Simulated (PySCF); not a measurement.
**Electron correlation in V (vanadium, neutral)**

[Ar] 3d3 4s1 4p1, one real determinant (an excited configuration). Calculation: PySCF 2.14, in dyall-av2z (16s12p7d2f, 101 functions); the non-relativistic Hamiltonian (point nucleus). Frozen: [Ar]; 5 electrons correlated; the 25 highest virtual orbitals of each spin left out.

```
  level  correlation energy (mhartree)
   CCSD                         -37.26
    (T)                          -0.74
CCSD(T)                         -38.00
```

Diagnostics: T1 = 0.015, D1 = 0.0379, largest double amplitude 0.035.

The real determinant used has ⟨L²⟩ near 14 against 20 for a pure G term, so it mixes terms.

Cost of the coupled-cluster step: roughly 12 core-seconds, for 5 correlated electrons.

The reference is one real determinant that mixes LS terms of this configuration.
